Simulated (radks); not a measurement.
V XIII, 11 electrons, occupied as [Ne] 3s1. Calculated with a radial shooting solver on a logarithmic mesh with Libxc functionals: non-relativistic Kohn-Sham, PBE, spin-polarised, spherical densities, point nucleus; open shells are filled with parallel spins first.

Local quantities along the radius. ELF = 1/(1 + alpha^2) is the electron localisation function; alpha = (tau - tau_W)/tau_unif compares the Pauli kinetic energy density with that of the uniform gas (summed over spins).

r (bohr)	ELF	alpha
0.002442	1.000	0.01251
0.003055	1.000	0.01299
0.003821	1.000	0.01362
0.004781	1.000	0.01445
0.005981	1.000	0.01557
0.007543	1.000	0.01717
0.009437	1.000	0.01932
0.01181	1.000	0.02242
0.01477	0.999	0.02702
0.01848	0.999	0.03414
0.02312	0.998	0.04578
0.02892	0.996	0.06607
0.03618	0.989	0.1042
0.04527	0.968	0.1819
0.05664	0.890	0.3516
0.07085	0.659	0.7197
0.08936	0.349	1.365
0.1118	0.254	1.713
0.1399	0.385	1.264
0.175	0.656	0.7248
0.2189	0.823	0.4644
0.2739	0.870	0.3859
0.3426	0.832	0.4487
0.4286	0.569	0.8700
0.5363	0.165	2.247
0.6709	0.247	1.745
0.8461	0.875	0.3781
1.059	0.993	0.08138
1.324	1.000	0.02126
1.657	1.000	0.006758
2.073	1.000	0.002599

On this mesh the ELF has minima near r = 0.11, 0.60 bohr, which separate the shells, and maxima near 0.27 (0.87).
